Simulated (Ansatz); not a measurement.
Two isomers of CH5BClFSi: A = `FB(Cl)C[SiH3]`, B = `B[SiH2]C(F)Cl`.

Isolated molecules relaxed with PBE0-D4/def2-TZVP in Ansatz; ΔE leaves out vibrations. CBS: MP2 limit from def2 TZ/QZ plus the TZ coupled-cluster correction, frozen cores. DFT in def2-TZVPP. B3LYP here is the variant with VWN-RPA as its local correlation; programs differ in this. Each species was taken in one conformer, which may not be the lowest.

**Question.** Which isomer does CCSD(T)/CBS put lower? Give the gap. (Best estimate.)

**Answer.** Computed: A, by 109.1 kcal/mol.

**Question.** Give E(B) − E(A) in kcal/mol with MP2/def2-TZVPP, ωB97M-V, CCSD/def2-TZVPP, PBE0-D4, CCSD(T)/def2-TZVPP, B3LYP, r2SCAN-D4. (Estimate.)

**Answer.** Ansatz gave: MP2/def2-TZVPP 114.2, ωB97M-V 109.6, CCSD/def2-TZVPP 109.8, PBE0-D4 108.1, CCSD(T)/def2-TZVPP 109.8, B3LYP 106.9, r2SCAN-D4 109.9. None reverses the order clearly.

Largest T1 diagnostic: 0.012.

In def2-TZVPP, CCSD(T) changes the Hartree–Fock value by +0.8 kcal/mol (the triples alone add −0.0 kcal/mol) and MP2 by +5.2 kcal/mol. From PBE to PBE0 (25 % exact exchange), in def2-TZVPP and without D4, E(B) − E(A) moves by +2.6 kcal/mol.
